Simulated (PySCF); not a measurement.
Structure problem from calculated spectra and properties.

Formula: C2H5BFN.

| Quantity | Value |
| --- | --- |
| Triplet | lowest triplet excitation (Tamm–Dancoff): 5.37 eV [TDA CAM-B3LYP/def2-SVPD] |
| Polarisability | 50.4 au [CAM-B3LYP/def2-SVPD] |
| UV, strongest line | among the 10 lowest singlet transitions: S2 at 6.20 eV (200 nm, f = 0.157) [TDDFT CAM-B3LYP/def2-SVPD] |
| Couplings | largest of the computed one-bond spin–spin couplings (means over like bonds): 13C–1H +145.1 (×3), 11B–1H +131.8 (×2), 19F–11B -126.4, 13C–13C +74.0, 15N–13C -46.8, 15N–11B -2.5 Hz [B3LYP/pcJ-1, spin–dipole term left out for some pairs] |
| 13C NMR | chemical shifts (computed TMS as zero) by class: 125.1 (1 C), 1.0 (1 C) ppm [GIAO HF/pcSseg-2] |
| UV, first state | lowest singlet excitation: 5.60 eV (221 nm, f = 0.003) [TDDFT CAM-B3LYP/def2-SVPD] |
| Rotational structure | rotational constants A, B, C: 23.513, 2.032, 1.924 GHz [PBE0-D3(BJ)/def2-SVP] |

Gas-phase values; electronic properties from PySCF, density fitting. Levels stand in brackets. Isolated species at its PBE0-D3(BJ)/def2-SVP geometry, gas phase. Each NMR value is the plain mean over a class of atoms that symmetry, rotation or inversion makes alike.

Problem. What is the compound? Reason from the data.

Solution. Numbering: `[CH3:1][C:2]#[N+:3][BH2-:4][F:5]`. 2 carbons fall into 2 classes; from least to most shielded: triply bonded carbon [C2] (125.1 ppm), methyl carbon [C1] (1.0 ppm). The couplings run between: +145.1 Hz, methyl carbon [C1] and its hydrogen (with 2 like pairs); +131.8 Hz, four-coordinate boron [B4] and its hydrogen (with 1 like pair); -126.4 Hz, boron-bound fluorine [F5] and four-coordinate boron [B4]; +74.0 Hz, methyl carbon [C1] and triply bonded carbon [C2]; -46.8 Hz, nitrogen bonded to B and C [N3] and triply bonded carbon [C2]; -2.5 Hz, nitrogen bonded to B and C [N3] and four-coordinate boron [B4]. By its constants the optimised geometry is an asymmetric top. Structure: `C(C)#[N+][BH2-]F`. The assignments are read from this structure; whether some other isomer fits the data as well wasn't checked.
